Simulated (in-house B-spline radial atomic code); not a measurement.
Results of a calculation; reference values are marked as such.
**Two electrons in InAs: a Gaussian well −V exp(−r²/w²) with V = 66.8 meV and w = 36.3 nm**

For InAs the NSM archive of the Ioffe Institute lists m* = 0.023 m0 and ε = 15.15. In so narrow a gap the band flattens within tens of meV, so real spacings are smaller, by up to some tenths.

Effective-mass model with parabolic bands, a uniform dielectric constant, no image charges, no central-cell or spin-orbit terms. Two-electron levels come from full CI in B-splines with partial waves to l = 5 (up to 0.001 effective hartree above the limit).

Q: What are the effective units, and what is the potential in them?

A: Ha* = 27211.386 meV × 0.023/15.15² = 2.727 meV and a* = 0.0529177 nm × 15.15/0.023 = 34.86 nm. V = 24.5 Ha* and w = 1.04 a*.

In these units the lowest s and p orbitals lie at -15.2980 and -9.8243, and their Coulomb and exchange integrals are J_ss = 1.8868, J_sp = 1.5130 and K_sp = 0.2899. Full CI gives -28.7861 for the ground singlet, -23.9187 for the sp triplet, -23.3978 for the sp singlet and -19.9023 for the lowest triplet of two s orbitals.

Q: What does it cost to add the second electron, to first order and exactly?

A: To first order E = 2ε_s + J_ss = -28.7091, so the charging energy E(2) − 2E(1) is J_ss = 5.145 meV. CI gives -28.7861 − 2 × (-15.2980) = 1.8098, or 4.935 meV: relaxation and correlation lower it by 0.2101 meV, 4.1 % of J_ss. The s² configuration of one-electron orbitals holds 99.4 % of the state, and the mean radius is 17.3 nm. The second electron is bound by ε_s − E = 36.78 meV, against 41.71 meV for the first.

Q: How far above the singlet do the triplets lie?

A: To first order the sp triplet lies at ε_s + ε_p + J_sp − K_sp = -23.8992, which is 13.12 meV above 2ε_s + J_ss. CI gives -23.9187 − (-28.7861) = 4.8674, or 13.27 meV, 89 % of the orbital spacing of 14.93 meV. The ss triplet lies 24.22 meV up, so the lower of the two is the sp one, and its gap equals k_BT at 154 K. The sp singlet-triplet splitting is 1.42 meV, against 2K_sp = 1.581 meV.
